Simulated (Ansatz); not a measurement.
**Molecular dynamics of Cl2F4H2W**

Input:

```yaml
crystal:
  periodic: [false, false, false]
  atoms:
    - { symbol: W, position_ang: [0.163811, -0.198838, -0.005153] }
    - { symbol: F, position_ang: [0.677999, 0.502764, 1.897782] }
    - { symbol: F, position_ang: [1.962667, -0.035608, -0.484084] }
    - { symbol: F, position_ang: [0.09289, 1.657244, -0.234289] }
    - { symbol: F, position_ang: [-1.408449, -0.57984, 0.923582] }
    - { symbol: Cl, position_ang: [0.094367, -2.000884, -1.435709] }
    - { symbol: H, position_ang: [-0.975074, 0.094449, -1.206366] }
    - { symbol: Cl, position_ang: [1.045781, -2.071116, 1.704396] }
    - { symbol: H, position_ang: [0.979207, -0.668871, 2.207642] }
basis:
  gaussian: { orbitals: def2-SVP }
hamiltonian:
  xc: pbe
  dispersion: d4
md:
  timestep: 0.5
  n_steps: 200
  ensemble: nve
  temperature: 100.0
  initial_velocities: maxwell_boltzmann
  seed: 9357
```

Command:

```bash
$ ansatz run input.yaml --threads 4 --pin off --max-ram 5120MiB --backend cpu --events-out ev --progress --plain --runs-dir out
```

It starts at the highest image of a converged band. Of that band: The profile has 2 maxima (images 3, 7) with wells between them (image 5): this band takes more than one step, which may be the mechanism or a detour left from its start path. A vibrational analysis at the climbing image gives one clearly imaginary mode, 291i cm⁻¹: a first-order saddle point.

Output, in part (step lines, the closing report, with atoms numbered from 0):

```
md step     0: t =     0.00 fs  T =   100.0 K  F+E_penalty+E_count = -37741.47929121 eV  E_kin = 0.090482 eV  conserved = -37741.38880921 eV  (34 SCF iters)
[... lines left out ...]
Total energy: -37741.55082900 eV, -1386.9764108239 hartree
Atom 0 at     0.172406    -0.270317    -0.006436 Å, force    -0.142908     0.530350     0.068683 eV/Å
Atom 1 at     0.898077     0.706297     2.094439 Å, force     0.482247    -1.311373     0.413654 eV/Å
Atom 2 at     1.948956     0.131673    -0.448545 Å, force    -0.150765    -0.046892    -0.125240 eV/Å
Atom 3 at    -0.066081     1.584142    -0.125400 Å, force     0.073005     0.131202    -0.180341 eV/Å
Atom 4 at    -1.368896    -0.295258     1.047142 Å, force    -0.135106    -0.006559     0.111227 eV/Å
Atom 5 at     0.195355    -2.064316    -1.479123 Å, force     0.034017     0.283330    -0.127585 eV/Å
Atom 6 at    -1.049637    -0.058969    -1.131124 Å, force     0.015292    -0.176502    -0.255083 eV/Å
Atom 7 at     0.850552    -1.957723     1.496963 Å, force     0.289866    -0.701830     0.608742 eV/Å
Atom 8 at     1.161742    -0.210974     2.430954 Å, force    -0.465646     1.298273    -0.514057 eV/Å
Dipole moment:     0.069433    -0.178515     0.108547 e Å
```

The steps, from the saved trajectory:

```tsv
time (fs)	T (K)	potential energy less start (eV)	conserved less start (meV/atom)
0	100	0.000	0.00
3	86	0.012	0.00
6	63	0.034	0.01
9	50	0.046	0.01
12	58	0.038	0.01
15	75	0.022	0.00
18	75	0.022	0.00
21	60	0.036	0.01
24	49	0.046	0.01
27	50	0.045	0.01
30	60	0.036	0.01
33	67	0.030	0.00
36	55	0.040	0.00
39	53	0.043	0.01
42	84	0.014	0.00
45	85	0.014	0.00
48	80	0.018	0.01
51	98	0.002	0.00
54	108	-0.008	0.00
57	106	-0.005	0.02
60	152	-0.047	-0.01
63	156	-0.050	0.00
66	162	-0.056	0.01
69	190	-0.082	-0.03
72	178	-0.070	0.02
75	216	-0.105	-0.02
78	207	-0.097	0.02
81	244	-0.131	-0.04
84	222	-0.110	0.01
87	230	-0.118	-0.01
90	219	-0.108	0.01
93	222	-0.111	-0.02
96	226	-0.115	-0.05
99	182	-0.074	0.03
```

The run went to its last step. The conserved energy stayed within 0.06 meV per atom of its start (net change 0.029 meV per atom), so the integration is sound. The kinetic energy rose, since the run started high on the potential surface and went downhill. A run of 0.1 ps of so small a system gives no equilibrium averages. The orbitals stay closed-shell, which can raise the energy where a bond breaks towards radicals; this wasn't checked here.

Between its relaxed ends the band would form F2–H9 and break Cl8–H9. These pairs go: F2–H9 1.25 → 1.01 Å, Cl8–H9 1.49 → 2.01 Å. In the last frame they stand as after the step (other bonds may differ from the relaxed reactants and products). It ends as one piece, Cl2F4H2W. Pairs count as bonded within 1.25 times the sum of covalent radii (0.12 Å more for H–H).

Last frame:

```xyz
9
Properties=species:S:1:pos:R:3
W 0.172 -0.270 -0.006
F 0.898 0.706 2.094
F 1.949 0.132 -0.449
F -0.066 1.584 -0.125
F -1.369 -0.295 1.047
Cl 0.195 -2.064 -1.479
H -1.050 -0.059 -1.131
Cl 0.851 -1.958 1.497
H 1.162 -0.211 2.431
```

The run took 6.6 min on 4 threads of Arm Neoverse V1 (shared host), peak memory 0.21 GiB.
